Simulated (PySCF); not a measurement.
## Vertical excitation energies

C4H10ClNSi.
Structure used (GFN2-xTB), in Å, numbered top down from 1:
```xyz
17
C4H10ClNSi angstrom
C      2.6870   -0.2000   -0.4810
C      1.8450   -0.0273    0.7346
N      0.5975    0.0458    0.8099
Si    -0.7758    0.0135   -0.2182
C     -1.8309   -1.4507    0.3697
C     -1.6322    1.6920    0.0108
Cl    -0.4612   -0.2385   -2.2429
H      3.3676    0.6457   -0.5685
H      3.2935   -1.0983   -0.3753
H      2.0758   -0.2722   -1.3746
H      2.4013    0.0436    1.6737
H     -1.9632   -1.4191    1.4454
H     -2.8142   -1.4292   -0.0896
H     -1.3695   -2.4008    0.1185
H     -1.0198    2.5063   -0.3644
H     -1.8282    1.8803    1.0605
H     -2.5798    1.7208   -0.5183
```

Level of theory: TDDFT wB97X-D/def2-SVPD, vertical, gas phase, core orbitals frozen in the response in PySCF.

```csv
state,E (eV),ν̃ (cm⁻¹),f,"main configurations (H = HOMO, L = LUMO)"
S1,4.34,35040,0.0003,H→L (97%)
S2,6.95,56060,0.021,"H→L+1 (74%), H→L+2 (10%), H→L+5 (8%)"
S3,7.30,58870,0.256,H-1→L (96%)
S4,7.76,62620,0.317,"H→L+2 (60%), H→L+3 (13%), H→L+7 (8%)"
S5,7.88,63560,0.0046,"H-2→L (85%), H-6→L (8%)"
S6,8.13,65560,0.014,"H→L+5 (43%), H→L+3 (21%), H-3→L (17%)"
S7,8.17,65890,0.093,H-1→L+1 (75%)
S8,8.21,66230,0.185,"H→L+5 (32%), H-3→L (27%), H→L+3 (10%)"
```

Triplets, Tamm–Dancoff:

```
state  E (eV)  λ (nm)  main configurations (H = HOMO, L = LUMO)
   T1    3.85   322.1                                 H→L (96%)
   T2    5.22   237.6     H-3→L (41%), H-1→L (36%), H-5→L (14%)
   T3    6.79   182.5      H→L+1 (63%), H→L+5 (18%), H→L+7 (8%)
```

The lowest singlet lies at 4.34 eV (285 nm, ultraviolet) and is dark (f under 0.0005); its leading configuration is HOMO→LUMO (97%). The most intense listed level is S4 at 7.76 eV (160 nm, f = 0.317), 3.42 eV above S1. Löwdin shares by element: HOMO nitrogen 55%, carbon 21% or more, chlorine 9%; LUMO carbon 45% or more, nitrogen 30%, silicon 6% (atoms not listed hold the other 18%). The oscillator strengths of these states sum to 0.890; summed over the whole spectrum of an exact calculation they would give the number of electrons, 72 (Thomas–Reiche–Kuhn). Orbital energies (eV): HOMO-3 -11.08, HOMO-2 -10.87, HOMO-1 -10.03, HOMO -8.88, LUMO 1.19, LUMO+1 2.08, LUMO+2 2.71. Weighted by f, the mean energy of these states is 7.75 eV. The window holds the lowest 8 singlets.

Hardware: one thread of an Arm Neoverse V1, no GPU, shared host with 32 logical CPUs at a one-minute load of 24. Cost: 62 s of wall time, 1.0 GiB resident at most.

One conformer stands for the species.
